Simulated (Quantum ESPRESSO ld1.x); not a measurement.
Task: The oxygen ion O3+, configuration [He] 2s2 2p1. Calculated with ld1.x of Quantum ESPRESSO 7.5: scalar-relativistic Kohn-Sham, LDA (Slater exchange, Perdew-Zunger correlation), spin-polarised, spherical densities, point nucleus; open shells are filled with parallel spins first. Some entries of the table are withheld. Estimate them.

orbital  occ.  eigenvalue (eV)  <r^2> (bohr^2)  <1/r> (bohr^-1)
1s up       1         -583.304         0.05421            7.598
1s down     1         -582.092         0.05395            7.610
2s up       1              (1)           1.123            1.496
2s down     1              (2)           1.152            1.474
2p up       1         -66.2761           1.020            1.415
2p down     0         -63.4010           1.062            1.394

Result: 
(1) 2s up eigenvalue (eV): -80.2315
(2) 2s down eigenvalue (eV): -77.6059
